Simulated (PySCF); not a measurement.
C5H9OS (doublet state).
Atom-mapped SMILES: `[CH2:1][C:2](=[O:3])[C@H:4]([CH3:5])[S:6][CH3:7]` (hydrogens: H8, H9 on C1; H10 on C4; H11, H12, H13 on C5; H14, H15, H16 on C7)

Cartesian coordinates in Å at the GFN2-xTB level; atoms count from 1:
```xyz
16
C5H9OS angstrom
C     -2.3332    0.1182   -0.7088
C     -0.9791    0.4255   -0.6592
O     -0.2656    0.7458   -1.6197
C     -0.3167    0.2648    0.7234
C      0.8593    1.1907    0.9469
S      0.1316   -1.5060    0.6722
C      1.3937   -1.4977   -0.6166
H     -2.8876    0.3178   -1.6083
H     -2.8775   -0.1754    0.1691
H     -1.0467    0.3345    1.5294
H      1.4472    0.8730    1.8055
H      0.4913    2.1986    1.1286
H      1.4894    1.2182    0.0610
H      1.0626   -0.8265   -1.4129
H      1.4843   -2.5133   -0.9865
H      2.3394   -1.1591   -0.2040
```

The hyperfine couplings belong to this conformer and change with its torsions.

Method: UKS B3LYP, pcH-1 on C H O S, non-relativistic, mean-field spin-orbit, GIAO in PySCF 2.14.0. Isolated species at its GFN2-xTB geometry (one conformer only). Couplings are sensitive to structure, and on GFN2-xTB geometries they can be far from those on DFT ones. The SCF solution wasn't tested for stability.

**Question.** Break the g tensor into its mass correction, gauge correction and orbital-Zeeman/spin–orbit terms.

**Answer.** 
```
                    Δg (ppm)     1     2     3
relativistic mass correction  -196  -196  -196
            gauge correction    24    16    36
   orbital Zeeman/spin–orbit  1076  1781  3315
                       total   903  1601  3155
```

So g = 2.00322, 2.00392, 2.00547 and g_iso = 2.00421; the tensor is rhombic: the two nearest values differ by 31 % of g3 − g1. 

**Question.** What effective moment and Curie constant follow for a powder?

**Answer.** With the mean of g² = 4.0168 and S(S+1) = 0.75: μ_eff = √(⟨g²⟩S(S+1)) = 1.736 μB and χT = 0.12505·⟨g²⟩·S(S+1) = 0.377 cm³ K/mol (cgs; spin-Hamiltonian part alone).

**Question.** What are the electron Larmor frequencies g μB B/h along the three axes at 350 mT?

**Answer.** 9.8132, 9.8166, 9.8242 GHz for g1, g2 and g3, a range of 11.0 MHz.

**Question.** At 9.328 GHz, how far is the centre of the isotropic spectrum from where a free electron (g = 2.002319) resonates?

**Answer.** B = hν/(g μB) with μB/h = 13.99624 MHz/mT gives 332.85 mT for the free electron and 332.53 mT at g_iso, 0.31 mT lower.

**Question.** In a frozen sample, at which fields do the three g values resonate at 9.5, 34, 94 and 263 GHz (hyperfine left aside), and which band first spreads them over more than twice a line width of 1.0 mT?

**Answer.** 
```
band    GHz  B(g3) mT  B(g2) mT  B(g1) mT  spread mT
   X    9.5    338.45    338.71    338.83       0.38
   Q   34.0   1211.30   1212.24   1212.66       1.36
   W   94.0   3348.88   3351.47   3352.64       3.76
   J  263.0   9369.73   9377.00   9380.26      10.53
```

The spread grows in proportion to the frequency. W band is the first where it exceeds 2.0 mT.

The Mulliken spin populations are largest on C1 (+0.82), O3 (+0.25), C2 (-0.11) and S6 (+0.10). The angles at C1 add up to 359.4°, so it is planar; its axial dipolar tensor and the negative couplings of its protons fit spin in a p orbital normal to that plane.

The HOMO–LUMO gaps are 6.21 eV among the α and 2.64 eV among the β orbitals.
